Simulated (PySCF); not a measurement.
GeH₇NSi, SMILES N[SiH2][GeH3]. Heavy atoms are numbered as in [SiH2:1]([NH2:2])[GeH3:3]. Hydrogens are named by the atom that carries them.

Coordinates come from a PBE0-D3(BJ)/def2-SVP optimisation. This is a generated structure with no PubChem entry under its InChIKey; it may be hypothetical. Other conformers were not sampled.

Method: PySCF with PBE/pcSseg-1.

GIAO shieldings, no solvent; atoms alike by connectivity are averaged. δ = σ(ref) − σ: ²⁹Si against TMS (σ = 335.4 ppm); ¹⁵N against NH3 (σ = 267.0 ppm); ⁷³Ge against GeH4 (σ = 1614.4 ppm); ¹H against TMS (σ = 31.49 ppm), references at their B3LYP-D3(BJ)/def2-TZVP geometries, non-relativistic.

Computed chemical shifts:
```
nucleus       atoms  count  δ (ppm)
-------  ----------  -----  -------
²⁹Si     Si1 (SiH2)      1    -39.7
¹⁵N        N2 (NH2)      1      7.5
⁷³Ge     Ge3 (GeH3)      1    -23.1
¹H         H on Si1      2     5.64
¹H         H on Ge3      3     3.67
¹H          H on N2      2    -0.16
```
